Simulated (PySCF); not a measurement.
Si(H)2(Me)(NHMe) (C2H9NSi), SMILES CN[SiH2]C.

Geometry optimised at B3LYP-D3(BJ)/def2-SVP. One conformer was computed; it need not be the lowest.

Calculation: SMD-B3LYP/6-31G* (PySCF).

Solvation free energies are E(SMD) − E(gas) at the gas-phase geometry, for 1 M in both phases. In vacuum the dipole moment is 0.84 D.

```tsv
solvent	ΔG(solv) (kcal/mol)	its non-electrostatic (CDS) part	dipole (D)
water	0.9	3.9	1.09
dimethylsulfoxide	-1.2	1.8	1.08
ethylethanoate	-2.1	0.1	1.03
```
